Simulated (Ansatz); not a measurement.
`FC(F)=[CH][AlH2]` + `N=C=O` → `O=C=[N][AlH2]` + `C=C(F)F` at 400 K and 1 bar (ligand exchange at the Al–C bond).

Calculated with Ansatz (gas phase, PBE0-D4/def2-TZVP geometries, no zero-point term in ΔE). CCSD(T)/CBS is the MP2 limit (def2-TZVPP, def2-QZVPP) plus CCSD(T) − MP2 in def2-TZVPP, frozen cores. This one scheme is used for every species. One conformer a species, not always the lowest.

| species | CCSD(T)/CBS energy (Eh) | H − E (kJ/mol) | S (J/(mol·K)) |
| --- | --- | --- | --- |
| `FC(F)=[CH][AlH2]` | -519.46323 | 135.2 | 356.5 |
| `N=C=O` | -168.51995 | 72.4 | 252.4 |
| `O=C=[N][AlH2]` | -411.17628 | 95.1 | 322.6 |
| `C=C(F)F` | -276.85281 | 115.7 | 283.4 |

H − E and S are ideal-gas, rigid-rotor, harmonic terms from PBE0-D4/def2-TZVP, for one conformer and one mirror image of each species. 1 Eh = 2625.50 kJ/mol, R = 8.31446 J/(mol·K).

By hand: ΔE, ΔH, ΔS and ΔG.

ΔE = (-411.17628) + (-276.85281) − (-519.46323) − (-168.51995) = -0.04591 Eh = -120.5 kJ/mol. Δ(H − E) = 95.1 + 115.7 − 135.2 − 72.4 = 3.2, so ΔH = -117.3 kJ/mol. ΔS = 322.6 + 283.4 − 356.5 − 252.4 = -2.9 J/(mol·K). ΔG = -117.3 − 400 × (-2.9)/1000 = -116.1 kJ/mol.

By hand: the equilibrium constant, and the temperature at which ΔG would vanish if ΔH and ΔS stayed fixed.

log₁₀ K = −ΔG/(RT ln 10) = 15.2. ΔG = 0 at ΔH/ΔS = 40448 K, far beyond where these terms or the molecules hold.

The number of gas molecules stays the same, so ΔS is small and ΔH decides. A doubt of 5 kJ/mol in ΔE shifts log₁₀ K by 0.7 here. Other conformers and mirror images would add mixing entropy, several J/(mol·K) or more a flexible species. Modes under 60 cm⁻¹, often nearly free rotors, make the harmonic entropy too high. These are equilibria of isolated gas molecules and say nothing of rates. Largest T1 diagnostic: 0.018 (customary marks: 0.02 for closed shells, 0.045 for open ones).
